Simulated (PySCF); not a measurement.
O4Rh, SMILES [O]=[Rh+](=[O])(=[O])=[O], charge +1, multiplicity 1. The structure is a stationary point at B3LYP-D3(BJ)/def2-SVP. The multiplicity is an assumed one; other spin states were not compared. The def2 effective core potentials stand for the cores of Rh; spin–orbit coupling is left out.

Computed with B3LYP-D3(BJ)/def2-SVP (PySCF 2.14.0).

Harmonic wavenumbers (cm⁻¹): 327, 327, 346, 346, 346, 912, 949, 949, 949. Rotational constants (GHz): 4.183, 4.183, 4.183; symmetry number 12.

**Question.** Work out the zero-point energy and the ideal-gas rigid-rotor harmonic-oscillator thermochemistry at 298.15 K and 1 atm.

**Answer.** ZPE = ½ Σ hcν = ½ × 5449 cm⁻¹ = 7.79 kcal/mol. H − E(el) = 11.45 kcal/mol. Entropy in cal/(mol K): translation 41.24, rotation 20.95, vibration 6.58, total 68.78. G − E(el) = -9.05 kcal/mol. Cp = 17.74 cal/(mol K).
